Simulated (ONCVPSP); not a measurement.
**Before and after: ONCV potential for xenon**

```
Element                 : Xe
Generator               : ONCVPSP 4.0.1
Type                    : optimised norm-conserving Vanderbilt (ONCV)
Functional              : PBEsol
Relativity              : scalar-relativistic
Frozen core             : [Kr]
Valence charge          : 18
Reference configuration : 4d10 5s2 5p6
Partial waves           : 5s: rc 1.75 bohr, ncon 4, nbas 8, qcut 2.9 1/bohr, 2 projectors, debl 2.4 Ha; 5p: rc 2.00 bohr, ncon 4, nbas 9, qcut 3.7 1/bohr, 2 projectors, debl 1.1 Ha; 4d: rc 1.00 bohr, ncon 5, nbas 9, qcut 16.3 1/bohr, 1 projector
Local potential         : polynomial inside 0.90 bohr (lpopt 5, dvloc0 1 Ha)
Core correction         : Teter function, fcfact 5.5, rcfact 1.35
```

Change: all radii but the core radius scaled by about 0.91 (s 1.60, p 1.82, d 0.92 bohr); local potential polynomial inside 0.82 bohr (lpopt 5, dvloc0 1 Ha).

Cutoffs: the cutoffs (Ha) at which the residual kinetic energy of the hardest occupied pseudo-wave falls to 1 and 0.1 mHa per electron; they do not see the model core or the augmentation charge, which bear on the density cutoff. Errors are all-electron minus pseudo energies relative to the spin-unpolarised reference configuration.

Problem. Predict the effect on cutoff, ghosts and configuration errors.

Solution. The potential gets neither clearly harder nor softer (61 Ha and 70 Ha → 63 Ha and 74 Ha); both files keep a bound ghost (p, s); of the 4 tests that both files solve, the error grows in 0 and shrinks in 2 by more than 15 % and 0.3 meV (median size 18.5 → 12.3 meV).

```csv
quantity,base,changed
"cutoff, loose",61 Ha,63 Ha
"cutoff, tight",70 Ha,74 Ha
loose cutoff by channel,"s 50 Ha, p 13 Ha, d 61 Ha","s 55 Ha, p 16 Ha, d 63 Ha"
bound ghosts,"s, p","s, p"
GHOST(+) flags under 300 eV,s at 175.3 eV,s at 137.7 eV
"error for 4d10 5s2 5p5, meV [ΔE 12.55 eV]",-4.2,-3.8
"error for 4d10 5s2 5p4, meV [ΔE 34.33 eV]",-12,-9.6
"error for 4d10 5s2 5p3, meV [ΔE 66.10 eV]",-25,-15
"error for 4d9 5s2 5p6, meV [ΔE 67.65 eV]",-305,-340
"rms error of d²Exc/dni dnj with the model core, mHa",0.99,0.97
```

 A true bound ghost makes a file unfit for plane-wave use even where its test errors are small: the radial tests pick states by their node count and pass the ghost by.
